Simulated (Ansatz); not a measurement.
Consider the hydrogenolysis of a Ga–Si bond: `O=[CH][GaH][SiH3]` + H₂ → `O=[CH][GaH2]` + SiH₄.

Calculated with Ansatz (gas phase, PBE0-D4/def2-TZVP geometries, no zero-point term in ΔE). CCSD(T)/CBS adds triple-zeta CCSD(T) − MP2 to the extrapolated MP2 energy (def2 sets, frozen cores). This one scheme is used for every species. DFT in def2-TZVPP. B3LYP here is the variant with VWN-RPA as its local correlation; programs differ in this. HSE06 is defined as in plane-wave codes. For Ga outer-core shells are correlated without core-valence functions, which leaves a few kJ/mol of doubt a bond. Scalar relativity is left out up to krypton. Each species was taken in one conformer, which may not be the lowest.

`O=[CH][GaH][SiH3]`:

Z-matrix (Å, degrees):
```
Si
Ga 1 2.410
H 1 1.487 2 111.9
H 1 1.491 2 108.3 3 -118.9
H 1 1.488 2 112.0 3 122.4
C 2 2.015 1 119.2 3 8.3
H 2 1.571 1 123.6 3 -161.3
O 6 1.210 2 110.5 1 -81.6
H 6 1.115 2 130.3 1 98.5
```

H₂:

Z-matrix (Å, degrees):
```
H
H 1 0.746
```

`O=[CH][GaH2]`:

Cartesian coordinates in Å:
```
O -0.763 -1.430 -0.860
C -0.298 -1.009 0.175
Ga 0.312 0.901 -0.008
H -0.260 -1.681 1.065
H -0.739 2.044 0.197
H 1.749 1.175 -0.569
```

SiH₄:

Z-matrix (Å, degrees):
```
Si
H 1 1.485
H 1 1.485 2 109.5
H 1 1.485 2 109.5 3 -120.0
H 1 1.485 2 109.5 3 120.0
```

```
             level  ΔE (kJ/mol)  difference from CCSD(T)/CBS
       LDA (SPW92)          9.5                          6.3
            PBE-D4         14.5                         11.3
         revPBE-D4         14.7                         11.5
           BLYP-D4          6.9                          3.7
         r2SCAN-D4          7.3                          4.1
            B97M-V         -4.8                         -8.0
           PBE0-D4          7.6                          4.4
          B3LYP-D4          1.5                         -1.7
        r2SCANh-D4          5.5                          2.3
        r2SCAN0-D4          2.9                         -0.3
          HSE06-D4          7.8                          4.6
          BHLYP-D4         -5.5                         -8.7
      CAM-B3LYP-D4         -7.1                        -10.3
           ωB97X-V         -3.8                         -7.0
           ωB97M-V         -3.5                         -6.7
            B2PLYP         -4.8                         -8.0
               PBE          9.7                          6.5
            revPBE          8.3                          5.1
            r2SCAN          5.9                          2.7
              PBE0          3.1                         -0.1
           r2SCANh          4.0                          0.8
           r2SCAN0          1.2                         -2.0
             HSE06          3.4                          0.2
         CAM-B3LYP        -12.0                        -15.2
           LC-ωPBE         -5.4                         -8.6
RPA@PBE/def2-TZVPP         -4.5                         -7.7
       HF/def2-SVP        -34.5                        -37.7
      MP2/def2-SVP        -10.7                        -13.9
     CCSD/def2-SVP        -15.4                        -18.6
     HF/def2-TZVPP        -29.8                        -33.0
    MP2/def2-TZVPP         -0.2                         -3.4
SCS-MP2/def2-TZVPP         -7.3                        -10.5
   CCSD/def2-TZVPP         -6.2                         -9.4
CCSD(T)/def2-TZVPP         -1.1                         -4.3
     HF/def2-QZVPP        -31.0                        -34.2
    MP2/def2-QZVPP          1.8                         -1.4
SCS-MP2/def2-QZVPP         -5.7                         -8.9
      HF/CBS(def2)        -31.1                        -34.3
     MP2/CBS(def2)          4.0                          0.8
    CCSD/CBS(def2)         -1.9                         -5.1
       CCSD(T)/CBS          3.2                            0
```

Largest T1 diagnostic among the species: 0.017.

Leaving LDA and LC-ωPBE aside and taking each functional with its dispersion term where it has one, the values spread over 21.8 kJ/mol, from CAM-B3LYP-D4 to revPBE-D4. From PBE to PBE0 (25 % exact exchange), in def2-TZVPP and without D4, ΔE moves by −6.6 kJ/mol. The D4 term adds +7.7 kJ/mol with B3LYP and +4.4 kJ/mol with PBE0; it sums over pairs of atoms, weighted by their polarisabilities, and B3LYP, whose exchange is more repulsive, gets the larger term.

CCSD(T)/CBS has its own doubt, a few kJ/mol and more with outer-core shells, so smaller differences from it don't rank the levels.
